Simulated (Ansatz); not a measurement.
Ansatz (a program for electronic structure) input (CCSD(T)/def2-TZVPPD):
A basis named .json is the Basis Set Exchange file of that set.

Ansatz 0.2 input:
```yaml
crystal:
  periodic: [false, false, false]
  atoms:
    - {symbol: Y, position_ang: [0.28427316, 0.17044935, 0.07389960]}
    - {symbol: F, position_ang: [-0.99811462, 0.73578155, -1.23881457]}
    - {symbol: F, position_ang: [-0.23373574, -1.47439538, 0.91858298]}
basis:
  gaussian:
    orbitals: def2-TZVPPD.json
magnetization: {spin_polarized: true, initial_magnetization: 1}
correlation: {method: ccsd_t, electrons: outside_noble_gas}
```

End of the output:

```
integrals: 0.43 GiB planned
897 factors; integrals over basis functions are off by at most 6.8e-4 eV
mean field: 0.38 GiB planned
mean field evaluation 1: about -6444.6917 eV, gradient 3.6e1 eV
mean field evaluation 2: about -6444.7002 eV, gradient 3.6e1 eV
mean field evaluation 4: about -6449.4018 eV, gradient 1.8e0 eV
mean field evaluation 8: about -6449.4886 eV, gradient 1.9e-1 eV
mean field evaluation 16: about -6446.9214 eV, gradient 3.1e1 eV
mean field evaluation 32: about -6449.3529 eV, gradient 2.0e0 eV
mean field evaluation 64: about -6447.9638 eV, gradient 2.5e-2 eV
mean field evaluation 96: about -6446.9160 eV, gradient 4.7e-4 eV
mean field evaluation 128: about -6447.8277 eV, gradient 1.6e0 eV
mean field evaluation 160: about -6446.9160 eV, gradient 4.8e-3 eV
mean field -6449.49119279 eV, -237.0144297129 hartree, gradient 1.9e-6 eV, S^2 0.750610; 9 other end points of the search recorded, 0 dependent functions left out
determinant -6449.49119279 eV, -237.0144297129 hartree, with singles and doubles -6464.66106267 eV, -237.5719121485 hartree
determinant -6448.06550526 eV, -236.9620366625 hartree, with singles and doubles -6463.22818051 eV, -237.5192547002 hartree
determinant -6447.96383918 eV, -236.9583005031 hartree, with singles and doubles -6463.14856153 eV, -237.5163287569 hartree
determinant -6446.91598355 eV, -236.9197925189 hartree, with singles and doubles -6462.13874340 eV, -237.4792186249 hartree
determinant -6446.61397566 eV, -236.9086939336 hartree, with singles and doubles -6461.83169404 eV, -237.4679347691 hartree
6 core orbitals not correlated, not the lowest: weight in the atoms' cores, before any rotation towards them, 0.721 or more for the frozen orbitals, at most 0.263 for the correlated occupied ones
reference -6449.49119279 eV, -237.0144297129 hartree; 9, 8 occupied and 121, 122 virtual orbitals, 897 factors
second order -15.40690377 eV of doubles, -0.00000000 eV of singles
coupled cluster: 1.19 GiB planned
cycle   1  -15.18003827 eV  change    -1.6e0 eV  update   3.2e-2
cycle   2  -15.23002180 eV  change   -5.0e-2 eV  update   1.1e-2
cycle   3  -15.22923879 eV  change    7.8e-4 eV  update   7.2e-3
cycle   4  -15.23204005 eV  change   -2.8e-3 eV  update   3.1e-3
cycle   5  -15.23146461 eV  change    5.8e-4 eV  update   1.7e-3
cycle   6  -15.23201688 eV  change   -5.5e-4 eV  update   1.1e-3
cycle   7  -15.23239390 eV  change   -3.8e-4 eV  update   5.3e-4
cycle   8  -15.23225848 eV  change    1.4e-4 eV  update   1.9e-4
cycle   9  -15.23217993 eV  change    7.9e-5 eV  update   7.1e-5
cycle  10  -15.23217630 eV  change    3.6e-6 eV  update   2.2e-5
cycle  11  -15.23218928 eV  change   -1.3e-5 eV  update   6.9e-6
perturbative correction -0.49077463 eV, -0.0180356352 hartree
Total energy: -6465.21415671 eV, -237.5922379794 hartree
```

This state (charge 0, doublet) is run at the relaxed geometry of the species with charge 1 and multiplicity 1.
